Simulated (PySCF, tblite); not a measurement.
C5H6F3 (charge +1).
Bonds: C1–C2 (double), C2–C3, C3–C4, C4–C5, C5–F6, C5–F7, C5–F8. Hydrogens: H9, H10 on C1; H11 on C2; H12 on C3; H13, H14 on C4.
Bond orders are those of one Lewis drawing.

Computed with GFN2-xTB (tblite), gas phase: nudged elastic band of 9 images (0 to 8), spring 0.2 eV/Å², climbing image at the end, force threshold 0.05 eV/Å. No saddle search or frequency run followed, so the top image need not be a first-order saddle, and its height can exceed the method's true barrier by a kcal/mol or more.

Path: rotation about C4–C5 (chain CH2 carbon, CF3 carbon), followed by the dihedral C3–C4–C5–F7.

Image 0 (start, dihedral -52°):
```
atom  x, y, z in Å
C1      2.609    0.563    0.246
C2      1.530    0.001   -0.371
C3      0.320   -0.162    0.302
C4     -0.878   -0.718   -0.287
C5     -2.138    0.159    0.013
F6     -2.026    1.323   -0.618
F7     -2.246    0.401    1.313
F8     -3.230   -0.448   -0.405
H9      2.572    0.889    1.278
H10     3.543    0.710   -0.279
H11     1.603   -0.316   -1.406
H12     0.255    0.165    1.340
H13    -1.105   -1.675    0.217
H14    -0.811   -0.892   -1.365
```

Image 8 (end, 0.000 eV, dihedral 68°):
```
atom  x, y, z in Å
C1      2.605    0.342    0.545
C2      1.545    0.113   -0.284
C3      0.306   -0.275    0.223
C4     -0.871   -0.513   -0.583
C5     -2.138    0.195    0.000
F6     -3.214   -0.168   -0.670
F7     -1.995    1.511   -0.103
F8     -2.301   -0.108    1.282
H9      2.528    0.222    1.618
H10     3.564    0.658    0.157
H11     1.659    0.241   -1.355
H12     0.200   -0.395    1.301
H13    -1.126   -1.586   -0.519
H14    -0.760   -0.235   -1.635
```

**Question.** What do the inner images look like?

**Answer.** 
Image 1: +0.016 eV, dihedral -37°
```
atom  x, y, z in Å
C1      2.615    0.538    0.290
C2      1.538    0.007   -0.360
C3      0.320   -0.172    0.292
C4     -0.878   -0.692   -0.329
C5     -2.145    0.159    0.016
F6     -2.191    1.206   -0.798
F7     -2.097    0.606    1.266
F8     -3.245   -0.550   -0.138
H9      2.573    0.817    1.335
H10     3.551    0.707   -0.224
H11     1.620   -0.262   -1.406
H12     0.244    0.115    1.340
H13    -1.095   -1.683    0.111
H14    -0.813   -0.797   -1.416
```

Image 2: +0.050 eV, dihedral -21°
```
atom  x, y, z in Å
C1      2.617    0.513    0.330
C2      1.545    0.017   -0.353
C3      0.324   -0.191    0.284
C4     -0.878   -0.668   -0.365
C5     -2.150    0.165    0.017
F6     -2.369    1.057   -0.939
F7     -1.982    0.818    1.163
F8     -3.215   -0.607    0.133
H9      2.568    0.736    1.389
H10     3.556    0.713   -0.168
H11     1.631   -0.193   -1.412
H12     0.248    0.042    1.345
H13    -1.088   -1.686    0.012
H14    -0.808   -0.715   -1.457
```

Image 3: +0.082 eV, dihedral -6°
```
atom  x, y, z in Å
C1      2.617    0.488    0.369
C2      1.548    0.026   -0.342
C3      0.324   -0.211    0.278
C4     -0.876   -0.644   -0.403
C5     -2.152    0.170    0.016
F6     -2.554    0.881   -1.026
F7     -1.889    1.012    1.013
F8     -3.136   -0.622    0.401
H9      2.564    0.658    1.437
H10     3.557    0.716   -0.115
H11     1.638   -0.128   -1.411
H12     0.243   -0.030    1.349
H13    -1.088   -1.685   -0.092
H14    -0.797   -0.632   -1.495
```

Image 4 (top): +0.092 eV, dihedral 9°
```
atom  x, y, z in Å
C1      2.615    0.464    0.407
C2      1.548    0.037   -0.329
C3      0.320   -0.230    0.272
C4     -0.875   -0.622   -0.443
C5     -2.149    0.175    0.014
F6     -2.733    0.686   -1.056
F7     -1.823    1.179    0.827
F8     -3.013   -0.596    0.651
H9      2.559    0.582    1.481
H10     3.556    0.713   -0.064
H11     1.641   -0.063   -1.404
H12     0.231   -0.099    1.349
H13    -1.096   -1.677   -0.196
H14    -0.783   -0.550   -1.532
```

Image 5: +0.078 eV, dihedral 24°
```
atom  x, y, z in Å
C1      2.611    0.438    0.444
C2      1.545    0.052   -0.315
C3      0.314   -0.246    0.265
C4     -0.873   -0.598   -0.483
C5     -2.142    0.179    0.010
F6     -2.898    0.474   -1.031
F7     -1.795    1.318    0.609
F8     -2.848   -0.532    0.875
H9      2.554    0.502    1.523
H10     3.555    0.706   -0.012
H11     1.642    0.004   -1.393
H12     0.215   -0.169    1.346
H13    -1.109   -1.662   -0.293
H14    -0.771   -0.467   -1.565
```

Image 6: +0.046 eV, dihedral 39°
```
atom  x, y, z in Å
C1      2.608    0.409    0.480
C2      1.542    0.069   -0.301
C3      0.308   -0.259    0.255
C4     -0.872   -0.572   -0.522
C5     -2.136    0.184    0.006
F6     -3.038    0.255   -0.955
F7     -1.816    1.423    0.374
F8     -2.659   -0.429    1.057
H9      2.548    0.418    1.560
H10     3.555    0.693    0.040
H11     1.643    0.076   -1.380
H12     0.200   -0.242    1.338
H13    -1.123   -1.639   -0.380
H14    -0.763   -0.386   -1.595
```

Image 7: +0.014 eV, dihedral 54°
```
atom  x, y, z in Å
C1      2.606    0.377    0.514
C2      1.542    0.087   -0.289
C3      0.304   -0.268    0.242
C4     -0.870   -0.542   -0.556
C5     -2.133    0.189    0.002
F6     -3.144    0.036   -0.830
F7     -1.885    1.488    0.134
F8     -2.466   -0.289    1.193
H9      2.541    0.327    1.593
H10     3.557    0.677    0.094
H11     1.648    0.149   -1.366
H12     0.190   -0.315    1.324
H13    -1.130   -1.613   -0.459
H14    -0.759   -0.305   -1.618
```

The largest changes of bonds and angles from start to top: C4–C5 1.564 → 1.571 Å, C5–F6 1.328 → 1.323 Å, C5–F7 1.327 → 1.332 Å, C5–F8 1.318 → 1.322 Å, C4–C5–F8 110.4 → 112.0°, C5–C4–H13 103.5 → 104.9°, H13–C4–H14 109.0 → 107.6°. GFN2-xTB torsional profiles can miss by a kcal/mol or more and can put conformers in the wrong order.

**Question.** What do single points at PBE0/pcSseg-1 (PySCF, no dispersion term) give on some images?

**Answer.** 
```tsv
image	GFN2-xTB E (eV)	DFT E (eV)	HOMO (eV)	LUMO (eV)
0	0.000	0.000	-15.03	-9.86
2	0.050	0.076	-15.05	-9.84
4	0.092	0.127	-15.08	-9.84
6	0.046	0.053	-15.06	-9.86
8	0.000	0.000	-15.03	-9.86
```

Energies count from image 0 at each level. At the GFN2-xTB top the DFT energy is 2.9 kcal/mol against 2.1; the geometries weren't optimised at the DFT level.

The cost below is that of the whole band run. Hardware: one thread, Intel Xeon Platinum 8488C (x86_64), shared host. Cost: 1.9 s of wall time, 0.19 GiB resident at most.
